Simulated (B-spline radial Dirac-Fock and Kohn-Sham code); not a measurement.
**Br 2s: cross section and angular parameters**

System: the free bromine atom in the configuration [Ar] 3d10 4s2 4p5; threshold 1782.0 eV (tabulated edge). Calculated with a radial finite-basis atomic code, using Dirac-Hartree-Slater photoionisation with a Latter tail; cross sections with all multipoles, angular parameters from the dipole term and its interference with E2.

Input of the calculation (task.json; shells as n, l, electrons):

```json
{"items": [{
  "Z": 35,
  "q": 0,
  "cfg": [[1, 0, 2], [2, 0, 2], [2, 1, 6], [3, 0, 2], [3, 1, 6], [3, 2, 10], [4, 0, 2], [4, 1, 5]],
  "A": 79,
  "rrms": 4.1629,
  "do": "xps",
  "hv": [55.5, 80, 121.0, 141.0, 150, 160.0, 168.0, 170.0, 172.0, 212.0, 271.0, 314.0, 383.0, 449.0, 577.0, 584.0, 600, 1090.0, 1486.9, 1760.0, 1890.0, 2980.0, 2984.4, 3410.0, 5160.0, 5370.0, 6670.0, 8047.8, 12000, 15000],
  "edges": {"K": 13474.0, "L1": 1782.0, "L2": 1596.0, "L3": 1550.0, "M1": 257.0, "M2": 189.0, "M3": 182.0, "M4": 70.0, "M5": 69.0}
}]}
```

Command: `python xray2_run.py task.json out`

For linearly polarised light dσ/dΩ = σ/(4π) [1 + β P₂(cos θ) + (δ + γ cos²θ) sin θ cos φ], with θ from the polarisation vector and φ the angle between the beam and the projection of the electron momentum on the plane normal to the polarisation.

```csv
hν (eV),σ (kb),β,γ
1890,68.9,1.998,0.845
2980,32.2,1.998,-0.063
2984.4,32.1,1.998,-0.064
3410,25.2,1.998,-0.070
5160,?,?,?
5370,10.3,1.998,0.212
6670,6.49,1.998,0.450
8047.8,4.28,1.998,0.696
12000,1.70,1.998,1.302
15000,0.988,1.997,1.694
```

Task: Give the values at 5160 eV.

Result: σ = 11.1 kb, β = 1.998, γ = 0.175. For an s subshell δ is negligible.
